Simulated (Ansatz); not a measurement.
GeO, triplet, geometry from GFN2-xTB (the spin is typed, not shown lowest). Base run: PBE/3-21G (Ansatz, a quantum-chemistry and plane-wave program).

Geometry (Å):
```xyz
2

Ge     0.0000     0.0000    -0.3348
O      0.0000     0.0000     1.3391
```
Charge 0, spin multiplicity 3.
Orbitals are unrestricted.
All else is at Ansatz's defaults.

Each row names what was changed in the base input (with any setting that the change needs).

```json
[
 {"change": "base", "basis functions": "32", "E (Eh)": "-2141.24614"},
 {"change": "basis = cc-pVDZ-DK; relativity = none", "basis functions": "41", "E (Eh)": "-2139.85210"},
 {"change": "basis = jorge-DZP-DKH; relativity = spin-free X2C", "basis functions": "58", "E (Eh)": "-2173.48846"},
 {"change": "basis = jorge-DZP-DKH; relativity = none", "basis functions": "58", "E (Eh)": "-2146.59326"},
 {"change": "basis = cc-pVDZ-DK; relativity = spin-free X2C; nucleus = Gaussian", "basis functions": "41", "E (Eh)": "-2173.49056"},
 {"change": "basis = cc-pVDZ-DK; relativity = spin-free X2C", "basis functions": "41", "E (Eh)": "-2173.50218"},
 {"change": "basis = cc-pVTZ-DK; relativity = none", "basis functions": "73", "E (Eh)": "-2138.77469"},
 {"change": "basis = cc-pVTZ-DK; relativity = spin-free X2C; nucleus = Gaussian", "basis functions": "73", "E (Eh)": "-2173.61876"},
 {"change": "basis = jorge-DZP-DKH; relativity = spin-free X2C; nucleus = Gaussian", "basis functions": "58", "E (Eh)": "-2173.47655"},
 {"change": "basis = cc-pVTZ-DK; relativity = spin-free X2C", "basis functions": "73", "E (Eh)": "-2173.63186"}
]
```

Totals shift with the method and basis; they matter in differences.

Ansatz warned in this series: the basis is contracted for relativity, which the run leaves out.

Basis sets contracted for a relativistic Hamiltonian are a mismatch without it, so the rows without relativity aren't non-relativistic limits. No row has spin-orbit coupling; sets with core potentials leave out the core electrons.
